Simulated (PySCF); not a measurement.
Bond curve of SnTe

Set-up: basis Sn def2-SVP with ECP28, Te def2-SVP with ECP28; scalar-relativistic core potentials; PySCF 2.14. Energies in eV from Sn + Te in their ground configurations at the same level. State: ¹Σ⁺ (singlet), closed shell.

All columns are CAM-B3LYP. A positive dipole means Sn(−)Te(+).

```json
{"R (Å)": "2.183", "E (eV)": "-2.214", "μ (D)": "-0.96", "Mulliken charge on Sn (basis-dependent)": "0.12", "HOMO (eV)": "-7.88", "LUMO (eV)": "-1.07", "Mayer bond order": "2.48", "⟨S²⟩": "0.00"}
{"R (Å)": "2.285", "E (eV)": "-3.097", "μ (D)": "-1.43", "Mulliken charge on Sn (basis-dependent)": "0.17", "HOMO (eV)": "-7.97", "LUMO (eV)": "-1.26", "Mayer bond order": "2.45", "⟨S²⟩": "0.00"}
{"R (Å)": "2.387", "E (eV)": "-3.563", "μ (D)": "-1.91", "Mulliken charge on Sn (basis-dependent)": "0.21", "HOMO (eV)": "-7.96", "LUMO (eV)": "-1.45", "Mayer bond order": "2.43", "⟨S²⟩": "0.00"}
{"R (Å)": "2.463", "E (eV)": "-3.715", "μ (D)": "-2.27", "Mulliken charge on Sn (basis-dependent)": "0.24", "HOMO (eV)": "-7.78", "LUMO (eV)": "-1.58", "Mayer bond order": "2.41", "⟨S²⟩": "0.00"}
{"R (Å)": "2.539", "E (eV)": "-3.741", "μ (D)": "-2.61", "Mulliken charge on Sn (basis-dependent)": "0.26", "HOMO (eV)": "-7.62", "LUMO (eV)": "-1.72", "Mayer bond order": "2.39", "⟨S²⟩": "0.00"}
{"R (Å)": "2.615", "E (eV)": "-3.673", "μ (D)": "-2.95", "Mulliken charge on Sn (basis-dependent)": "0.28", "HOMO (eV)": "-7.47", "LUMO (eV)": "-1.85", "Mayer bond order": "2.38", "⟨S²⟩": "0.00"}
{"R (Å)": "2.717", "E (eV)": "-3.474", "μ (D)": "-3.38", "Mulliken charge on Sn (basis-dependent)": "0.30", "HOMO (eV)": "-7.29", "LUMO (eV)": "-2.01", "Mayer bond order": "2.36", "⟨S²⟩": "0.00"}
{"R (Å)": "2.844", "E (eV)": "-3.111", "μ (D)": "-3.89", "Mulliken charge on Sn (basis-dependent)": "0.32", "HOMO (eV)": "-7.09", "LUMO (eV)": "-2.20", "Mayer bond order": "2.34", "⟨S²⟩": "0.00"}
{"R (Å)": "2.996", "E (eV)": "-2.581", "μ (D)": "-4.44", "Mulliken charge on Sn (basis-dependent)": "0.34", "HOMO (eV)": "-6.88", "LUMO (eV)": "-2.42", "Mayer bond order": "2.31", "⟨S²⟩": "0.00"}
{"R (Å)": "3.199", "E (eV)": "-1.816", "μ (D)": "-5.11", "Mulliken charge on Sn (basis-dependent)": "0.35", "HOMO (eV)": "-6.65", "LUMO (eV)": "-2.67", "Mayer bond order": "2.28", "⟨S²⟩": "0.00"}
```

A fit through these points gives, at Re = 2.519 Å, μ = -2.52 D and dμ/dR = -4.52 D/Å; the reduced mass is 62.35 u.

Task: How strong is the fundamental in the double-harmonic approximation, I = 42.26·(dμ/dR)²/μred km/mol?

Result: I = 42.26·(-4.52)²/62.35 = 13.8 km/mol at CAM-B3LYP.

These are scalar-relativistic numbers at best; spin–orbit coupling would shift them, the dissociation energy most.
